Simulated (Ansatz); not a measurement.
The cluster Mo4⁻, relaxed as a quartet with UKS PBE0-D4/def2-SVPD in Ansatz, starting from the PBE0-D4/def2-SVPD geometry of the charge -1 doublet. Force threshold 0.02 eV/Å.

In the def2 sets Mo takes a core potential; there is no spin–orbit coupling. The charge -1 quartet is spin-contaminated (final ⟨S²⟩ up to 5.36, 3.75 for a pure state). The relaxation made no stability test and no search for a lower SCF solution. At PBE0-D4/def2-SVPD a doublet of charge -1 lies 1.00 eV below the quartet, each at its own geometry. That doublet is doubtful there (⟨S²⟩ 4.48, where a pure state has 0.75). The structure comes from a short search, and lower isomers may exist.

Start:

| atom | x (Å) | y (Å) | z (Å) |
| --- | --- | --- | --- |
| Mo1 | -0.9123 | 0.8967 | -0.7315 |
| Mo2 | -1.7035 | -0.2050 | 0.8871 |
| Mo3 | 1.7012 | 0.1977 | -0.8931 |
| Mo4 | 0.9145 | -0.8895 | 0.7374 |

(1) Estimate the energy that the relaxation releases and the steps that it takes.

(2) Does the start keep its bonding and symmetry?

(3) Predict the relaxed structure.

Results:

(1) 0.16 eV, in 7 steps; 67 s on 4 threads of Intel Xeon Platinum 8259CL on a shared host. No frequencies were taken in this run, so the end may be a saddle point.

(2) By distances, no bond broke or formed. The bond that changes most is Mo2–Mo4, from 2.71 to 2.47 Å (atoms count from 1). Point group C2h at the start, Cs at the end, both within 0.05 Å.

(3) 
```xyz
4

Mo   -0.8764    0.8718   -0.7131
Mo   -1.6185   -0.2387    0.8947
Mo    1.7190    0.1939   -0.8968
Mo    0.7758   -0.8269    0.7152
```
Bond lengths (bridged metal pairs left out): 5 × Mo–Mo 2.09 to 2.77 Å.
